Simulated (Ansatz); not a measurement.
Reaction (atomization): `N#[C][SnH]([F])[F]` → C• + 2 F• + H• + N• + Sn•

Gas-phase electronic energies from Ansatz, PBE0-D4/def2-TZVP geometries. CBS: MP2 limit from def2 TZ/QZ plus the TZ coupled-cluster correction, frozen cores. This one scheme is used for every species, atoms too. DFT in def2-TZVPP. B3LYP here is the variant with VWN-RPA as its local correlation; programs differ in this. HSE06 is defined as in plane-wave codes. Open shells (•) are unrestricted, without spin–orbit coupling. Spin–orbit coupling would lower the free atoms: a little for C, F; strongly for Sn. def2 core potentials past Kr. Bonds to Sn are less sure, by a few kJ/mol each and by 10 to 20 or more in all where they break to atoms, as the def2 sets lack core-valence functions.

```tsv
level	ΔE (kcal/mol)	difference from CCSD(T)/CBS
LDA (SPW92)	638.4	92.7
B97M-V	545.1	-0.6
B3LYP-D4	535.7	-10.0
r2SCANh-D4	527.2	-18.5
r2SCAN0-D4	513.0	-32.7
HSE06-D4	533.9	-11.8
BHLYP-D4	502.0	-43.7
ωB97M-V	540.5	-5.2
PBE-QIDH	529.0	-16.7
BLYP	542.5	-3.2
PBE0	531.3	-14.4
HSE06	531.6	-14.1
CCSD/def2-TZVPP	507.6	-38.1
HF/def2-QZVPP	343.8	-201.9
MP2/CBS(def2)	569.2	23.5
CCSD/CBS(def2)	529.8	-15.9
CCSD(T)/CBS	545.7	0
```

Largest T1 diagnostic among the species: 0.015.

From BLYP to BHLYP (50 % exact exchange), in def2-TZVPP and without D4, ΔE moves by −44.3 kcal/mol: exact exchange takes away binding that semilocal exchange gives to molecules. In def2-TZVPP, CCSD(T) changes the Hartree–Fock value by +182.8 kcal/mol (the triples alone add +15.9 kcal/mol) and MP2 by +206.4 kcal/mol; breaking electron pairs costs correlation energy, which Hartree–Fock lacks.

For atomizations the MP2-based limit and the directly extrapolated one differ by several kJ/mol either way, and by 10 to 25 for some Ge, Se and Sn compounds, so smaller differences from it don't rank the levels.
